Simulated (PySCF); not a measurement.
Species: `CC(C)Oc1ncno1`. The columns A, B, C and D hold Mulliken, IAO, Hirshfeld and ESP-fitted charges (e) of one PBE0/pcSseg-1 density (PySCF), in a shuffled order. Coordinates in Å (GFN2-xTB); the density's dipole moment is (-2.74, 1.58, 1.40) D.

```tsv
atom	x	y	z	A	B	C	D
C1	-2.159	-0.899	0.530	-0.200	-0.425	-0.561	-0.119
C2	-0.903	-0.062	0.345	-0.102	+0.101	+0.784	+0.065
C3	-1.168	1.218	-0.438	-0.236	-0.436	-0.646	-0.126
O4	0.033	-0.894	-0.377	-0.438	-0.307	-0.645	-0.084
C5	1.285	-0.538	-0.313	+0.688	+0.503	+1.032	+0.214
N6	1.827	0.459	0.329	-0.510	-0.420	-0.777	-0.216
C7	3.144	0.301	0.040	+0.218	+0.065	+0.457	+0.045
N8	3.400	-0.712	-0.722	-0.145	-0.157	-0.460	-0.133
O9	2.179	-1.285	-0.971	-0.291	-0.172	-0.150	-0.044
H10	-2.894	-0.338	1.099	+0.122	+0.152	+0.130	+0.053
H11	-2.578	-1.155	-0.440	+0.121	+0.150	+0.165	+0.046
H12	-1.926	-1.817	1.061	+0.129	+0.154	+0.145	+0.047
H13	-0.451	0.186	1.313	+0.139	+0.149	-0.063	+0.040
H14	-1.891	1.829	0.094	+0.122	+0.152	+0.156	+0.052
H15	-0.245	1.782	-0.548	+0.142	+0.160	+0.164	+0.037
H16	-1.560	0.978	-1.423	+0.118	+0.146	+0.169	+0.043
H17	3.902	0.959	0.411	+0.122	+0.186	+0.101	+0.080
```

**Question.** Which column most likely holds the ESP-fitted charges?

**Answer.** C. Σ q r misses the density's dipole by 0.04 D (C), 0.59 D (B), 1.17 D (A), 1.45 D (D). Charges fitted to the outside potential are the only set here that is tied to the molecule's multipoles.

**Question.** And the Hirshfeld charges?

**Answer.** D. The mean sizes are 0.085 e (D), 0.226 e (B), 0.226 e (A), 0.389 e (C), and Hirshfeld charges are commonly the smallest of these schemes.

As computed, A = Mulliken, B = IAO, C = ESP-fitted, D = Hirshfeld. Hydrogens on carbon: Mulliken +0.12 to +0.14, IAO +0.15 to +0.19, ESP-fitted -0.06 to +0.17, Hirshfeld +0.04 to +0.08 e.

The IAO scheme projects the occupied orbitals on a minimal set of polarised atomic orbitals and counts the electrons in each atom's part of it. The Hirshfeld scheme divides the density at each point in proportion to the densities of the neutral, spherically averaged free atoms.

Isolated species at its GFN2-xTB geometry (one conformer only).

The values belong to the conformer `[CH3:1][CH:2]([CH3:3])[O:4][c:5]1[n:6][cH:7][n:8][o:9]1`: C1–C2–O4–C5 -161°, C2–O4–C5–N6 1°.
